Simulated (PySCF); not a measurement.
PySCF input for C2H6FISi, SMILES [Si](C)(F)(I)C, IEF-PCM-PBE0/def2-SVP. Geometry: B3LYP-D3(BJ)/def2-SVP. The def2 effective core potentials stand for the cores of I; spin–orbit coupling is left out.

```python
import numpy as np
from pyscf import gto, scf, dft
from pyscf.solvent import pcm

mol = gto.M(
    atom='''
    C     1.85757963    0.72910049    1.56850856
    Si    1.22292860   -0.04764467    0.00000000
    C     1.85757962    0.72910049   -1.56850857
    F     1.65384702   -1.62121138    0.00000000
    I    -1.24992758    0.02211334    0.00000000
    H     1.45866032    0.20749692    2.45149158
    H     1.55747082    1.78691504    1.62624920
    H     2.95866019    0.67394544    1.59625700
    H     1.45866032    0.20749691   -2.45149158
    H     1.55747083    1.78691504   -1.62624920
    H     2.95866019    0.67394544   -1.59625700
    ''',
    basis='def2-SVP',
    ecp={'I': 'def2-svp'},
    charge=0,
    spin=0,
    max_memory=1600,
    verbose=3,
)
mf = dft.RKS(mol, xc='pbe0').density_fit(auxbasis='def2-universal-jkfit')
mf.grids.level = 3
mf.conv_tol = 1e-9
mf.max_cycle = 100
mf.kernel()
res = {}
for name, eps in {'water': 78.355, 'N,N-dimethylformamide': 37.219, '2-propanol': 19.264}.items():
    s = mf.PCM()
    s.with_solvent.method, s.with_solvent.eps, s.with_solvent.lebedev_order = 'IEF-PCM', eps, 29
    s.kernel(mf.make_rdm1())
    res[name] = (s.e_tot, eps, s.dip_moment(), s.mo_energy, s.converged)
    print(f'{name}: electrostatic solvation free energy {(s.e_tot - mf.e_tot) * 627.509474:.3f} kcal/mol')
```

Output:

```
converged SCF energy = -766.461751643052

WARN: PCM is an experimental feature. It is still in testing.
Features and APIs may be changed in the future.

converged SCF energy = -766.467667263869
Dipole moment(X, Y, Z, Debye):  2.47035,  2.46202,  0.00000
water: electrostatic solvation free energy -3.712 kcal/mol

WARN: PCM is an experimental feature. It is still in testing.
Features and APIs may be changed in the future.

converged SCF energy = -766.467534541492
Dipole moment(X, Y, Z, Debye):  2.45570,  2.44864,  0.00000
N,N-dimethylformamide: electrostatic solvation free energy -3.629 kcal/mol

WARN: PCM is an experimental feature. It is still in testing.
Features and APIs may be changed in the future.

converged SCF energy = -766.467304654696
Dipole moment(X, Y, Z, Debye):  2.43038,  2.42576,  0.00000
2-propanol: electrostatic solvation free energy -3.485 kcal/mol
```

The run converged.
